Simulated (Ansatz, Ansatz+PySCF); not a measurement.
```xyz
4

Li    0.0000    0.0000   -0.3995
H     0.0000    0.0000    1.1984
H    29.4990    0.1568   -0.6406
F    30.0557   -0.0174    0.0712
```

Basis set: cc-pVDZ (spherical functions). Frozen core: 1 orbital. Charge 0, multiplicity 1.

Computed with Ansatz (development build ahead of 0.2.0); each method stands on the lowest determinant of its kind that the runs found. Restricted open shells among the atoms or ions are ROHF, correlated in semicanonical orbitals with singles. Restricted functionals stand beside restricted open-shell atoms, which can lie above the unrestricted atoms usual in DFT and then raise those values.

The atomization energy at this shape (free ground-state atoms in the same class of orbitals less the molecule, no zero-point energy) of singlet LiH2F in separate pieces:

```csv
method,atomization energy
ωB97X (restricted),187.94 kcal/mol
ωB97X (unrestricted),187.02 kcal/mol
r²SCAN (restricted),186.13 kcal/mol
r²SCAN (unrestricted),184.80 kcal/mol
PBE0 (unrestricted),180.01 kcal/mol
PBE0 (restricted),180.96 kcal/mol
PBE (unrestricted),185.04 kcal/mol
PBE (restricted),185.75 kcal/mol
RHF-MP2,175.96 kcal/mol
RHF,125.61 kcal/mol
UHF,123.49 kcal/mol
```

What does RHF-CCSD(T) give?

178.33 kcal/mol.
